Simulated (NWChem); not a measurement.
System: C3HF4, doublet; SMILES [CH]=C(F)C(F)(F)F

```xyz
8

C     -1.3387    -1.5573    -0.0008
C     -0.1715    -0.9588    -0.0001
F      0.9914    -1.5994     0.0015
C      0.0231     0.5418     0.0001
F      0.7141     0.9266    -1.0699
F      0.6985     0.9286     1.0793
F     -1.1500     1.1676    -0.0089
H     -2.3935    -1.3042    -0.0022
```
Atoms are numbered in this order, from 1.

All runs: NWChem. Pople sets run with spherical d functions. Spin-unrestricted. Structure relaxed at the PBE0/def2-SVP, spin-unrestricted level. No stability test was run on the SCF state. B3LYP is NWChem's, with the RPA form of VWN correlation. Solvent water, SMD (1 M gas to 1 M solution), gas-phase geometry. Reactions with the solvent are ignored.

```
level             basis functions  solvation free energy (kcal/mol)  cavity-dispersion-structure term (kcal/mol)  dipole in solution (D)
----------------  ---------------  --------------------------------  -------------------------------------------  ----------------------
B3LYP/STO-3G                   36                               4.8                                          5.8                    0.67
B3LYP/3-21G                    65                               2.9                                          5.8                    2.07
B3LYP/6-31G*                  100                               3.4                                          5.8                    2.04
B3LYP/6-31+G*                 128                               2.3                                          5.8                    2.59
B3LYP/6-311G**                132                               2.8                                          5.8                    2.27
B3LYP/6-311++G**              161                               2.2                                          5.8                    2.65
```
